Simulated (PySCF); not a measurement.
Stepwise substitution at one centre (Ga SiH3-SH). Isolated molecules, 0 K electronic values unless said otherwise. One relaxed conformer stands for each flexible species; it need not be the lowest. Strings in code marks are SMILES.

The T1 excitation (TDA) from two functionals at the same geometries (PBE0-D3(BJ)/def2-TZVP), both in PySCF: PBE-D3(BJ)/def2-TZVP and B3LYP-D3(BJ)/def2-TZVP. B3LYP has the VWN-RPA correlation part, as in Gaussian. Excitations are Tamm–Dancoff values on a coarser integration grid. The basis has no diffuse functions, so Rydberg states are missing or too high.

| species | PBE-D3(BJ)/def2-TZVP (eV) |
|---|---|
| 0 of 3 SiH3 replaced by SH | 2.63 |
| 1 of 3 SiH3 replaced by SH (`[SiH3][Ga]([SiH3])[SH]` (Si–Ga–S–H torsion 1°)) | 3.32 |
| 2 of 3 SiH3 replaced by SH (`[SiH3][Ga]([SH])[SH]` (S–Ga–S–H torsion -179°, S–Ga–S–H torsion 0°)) | 3.81 |
| 3 of 3 SiH3 replaced by SH | 4.43 |

Problem. What does B3LYP-D3(BJ)/def2-TZVP give for each?

Solution. 
- 0 of 3 SiH3 replaced by SH: 2.76
- 1 of 3 SiH3 replaced by SH (`[SiH3][Ga]([SiH3])[SH]` (Si–Ga–S–H torsion 1°)): 3.47
- 2 of 3 SiH3 replaced by SH (`[SiH3][Ga]([SH])[SH]` (S–Ga–S–H torsion -179°, S–Ga–S–H torsion 0°)): 4.17
- 3 of 3 SiH3 replaced by SH: 4.80
Over these rows, drawn at random from the members with no instability flagged (it was tested for open shells, ions and some series alone), PBE minus B3LYP-D3(BJ): mean -0.26 eV, from -0.37 eV to -0.14 eV.
